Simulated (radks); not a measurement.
The numbers below are computed, except where a source is named.
Ionisation of neutral bismuth, [Hg] 6p3, to Bi+, [Hg] 6p2, under several functionals. Scalar-relativistic Kohn-Sham, spin-polarised, spherical densities, finite nucleus; open shells are filled with parallel spins first (spin-orbit coupling, left out, can overturn this in heavy ions); a radial shooting solver on a logarithmic mesh with Libxc functionals. The NIST Atomic Spectra Database gives 7.286 eV (measured). Rank these functionals by the error of their Delta-SCF ionisation energy: XLYP; BLYP; exchange-only LDA; SOGGA; LDA (Slater exchange, VWN5 correlation); LDA (Slater exchange, Perdew-Zunger correlation); Wu-Cohen GGA; LDA (Slater exchange, Perdew-Wang correlation); RPBE.

Answer. From best to worst: exchange-only LDA 7.872 eV (+0.587); BLYP 8.268 eV (+0.982); XLYP 8.283 eV (+0.998); SOGGA 8.492 eV (+1.207); RPBE 8.496 eV (+1.211); Wu-Cohen GGA 8.568 eV (+1.283); LDA (Slater exchange, Perdew-Zunger correlation) 8.628 eV (+1.342); LDA (Slater exchange, Perdew-Wang correlation) 8.647 eV (+1.361); LDA (Slater exchange, VWN5 correlation) 8.653 eV (+1.368). Open shells are spherical and high-spin; term and fine-structure splittings are not resolved. Spin-orbit splitting is averaged out at the scalar-relativistic level.
